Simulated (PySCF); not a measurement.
ECD: `F[C@H]1C[SiH2][C@@H](F)C1`, C$_{4}$H$_{8}$F$_{2}$Si

Cartesian coordinates in Å; atom numbers follow the order of the lines, from 1:
```xyz
15

F     0.7831    1.4162    1.3047
C     0.5797    1.1532   -0.0373
C     1.3746   -0.0937   -0.4116
Si    0.3189   -1.5392    0.2478
C    -1.2980   -0.4837    0.2403
F    -1.7969   -0.3786    1.5317
C    -0.9074    0.9017   -0.2800
H     0.9258    2.0518   -0.5649
H     2.3723   -0.0309    0.0173
H     1.4856   -0.1299   -1.4942
H     0.2331   -2.6472   -0.7050
H     0.6497   -1.9406    1.6086
H    -2.1289   -0.8919   -0.3436
H    -1.5024    1.6700    0.2173
H    -1.0935    0.9507   -1.3532
```

Theory: PySCF 2.14.0, TDDFT BHandHLYP/def2-SVPD circular dichroism and optical rotation, one conformer, gas phase. Geometry: GFN2-xTB.

States above about 9.5 eV (minus the energy of the highest occupied orbital) lie near or above the ionisation threshold and depend on the basis.

Q: What are the CIP labels of the stereocentres?

A: C2 R, C5 R.

Q: Which excitations and rotatory strengths does the calculation give?

A: Rotatory strengths R in 10⁻⁴⁰ esu² cm², velocity form and length form (origin at the centre of mass); f in length form.
| state | E (eV) | λ (nm) | f | R (velocity) | R (length) | main |
| --- | --- | --- | --- | --- | --- | --- |
| 1 | 7.78 | 159 | 0.034 | -7.7 | -8.8 | HOMO→LUMO+1 0.52, HOMO→LUMO+3 0.24 |
| 2 | 7.96 | 156 | 0.010 | -6.4 | -6.1 | HOMO→LUMO 0.84 |
| 3 | 8.31 | 149 | 0.070 | +38.2 | +36.2 | HOMO→LUMO+3 0.38, HOMO→LUMO+1 0.37 |
| 4 | 8.57 | 145 | 0.061 | +0.9 | +0.3 | HOMO−1→LUMO+1 0.65 |
| 5 | 8.62 | 144 | 0.037 | -4.0 | -4.3 | HOMO−1→LUMO 0.83 |
| 6 | 8.98 | 138 | 0.117 | +35.3 | +33.5 | HOMO→LUMO+2 0.55, HOMO−1→LUMO+1 0.14 |
| 7 | 9.05 | 137 | 0.020 | -45.9 | -43.3 | HOMO−1→LUMO+3 0.44, HOMO−2→LUMO+1 0.15 |
| 8 | 9.13 | 136 | 0.003 | -20.0 | -18.9 | HOMO−2→LUMO+1 0.30, HOMO−4→LUMO+1 0.18 |
| 9 | 9.23 | 134 | 0.006 | +9.1 | +8.9 | HOMO−2→LUMO 0.36, HOMO→LUMO+4 0.15 |
| 10 | 9.28 | 134 | 0.002 | +1.7 | +1.3 | HOMO→LUMO+5 0.38, HOMO→LUMO+6 0.14 |
| 11 | 9.34 | 133 | 0.010 | -17.5 | -19.2 | HOMO−2→LUMO+3 0.19, HOMO−3→LUMO+1 0.17 |
| 12 | 9.47 | 131 | 0.002 | -3.6 | -3.1 | HOMO→LUMO+4 0.43, HOMO→LUMO+5 0.12 |
| 13 | 9.60 | 129 | 0.112 | -1.3 | -1.4 | HOMO−3→LUMO 0.32, HOMO−1→LUMO+2 0.28 |
| 14 | 9.67 | 128 | 0.033 | +26.9 | +27.2 | HOMO−4→LUMO 0.26, HOMO−3→LUMO 0.23 |
| 15 | 9.74 | 127 | 0.048 | -29.5 | -30.3 | HOMO−1→LUMO+2 0.23, HOMO−1→LUMO+3 0.18 |
| 16 | 9.77 | 127 | 0.070 | +20.1 | +20.3 | HOMO→LUMO+6 0.31, HOMO→LUMO+5 0.21 |

Among the states computed, the strongest CD band (largest |R|) is state 7. The largest dissymmetry factor in size, g = 4R/(D+G), with D and G the electric and magnetic dipole strengths, is -0.071 for state 8 (velocity form, f = 0.004), among bands with |R| over 0.5. The mirror image has the same energies and oscillator strengths and all R with the opposite sign.
